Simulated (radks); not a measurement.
Values are calculated unless marked as measured or tabulated.
Problem. Numerical settings for the caesium ion Cs2+, [Kr] 4d10 5s2 5p5. Level of theory: scalar-relativistic Kohn-Sham, SCAN, spin-unpolarised, spherical densities, finite nucleus; meta-GGA in the generalised Kohn-Sham scheme; Fermi nuclear charge, rms radius 4.8041 fm (a radial shooting solver on a logarithmic mesh with Libxc functionals). The defaults (mesh step 0.008 in ln r, mesh end at 40 bohr or more with all orbitals vanishing there, Anderson mixing 0.5 over 9 steps, residual threshold near 1e-9 with the energy settled to 1e-9 hartree or 1e-11 of itself, here a cap of 84 iterations) give E = -7787.109 hartree and 5p at -29.164 eV in 15 iterations. Run on one thread of a shared host, so times are rough (Intel(R) Xeon(R) 6975P-C): 0.09 s of CPU time, 0.09 s wall, 15 iterations on 2254 mesh points. One setting is changed at a time: mesh step in ln r 0.003; mesh step in ln r 0.05; mesh step in ln r 0.012; mesh end (bohr) 1; mesh end (bohr) 8; residual threshold 0.001; residual threshold 1e-16; mixing 1; linear mixing, mixing 1; linear mixing, mixing 0.5; mixing history 2; iteration cap 8. Which runs fail to converge, and which converge to a wrong energy?

Solution. Not converged within the cap: residual threshold 1e-16; linear mixing, mixing 1; iteration cap 8. Settled on a wrong energy, with an occupied level pushed above zero by the early mesh end: mesh end (bohr) 1 (+279 hartree). Apart from these: settings that end as converged yet miss the energy by more than 1 mhartree: mesh step in ln r 0.05 (-0.00895 hartree); mesh step in ln r 0.012 (-0.00538 hartree).
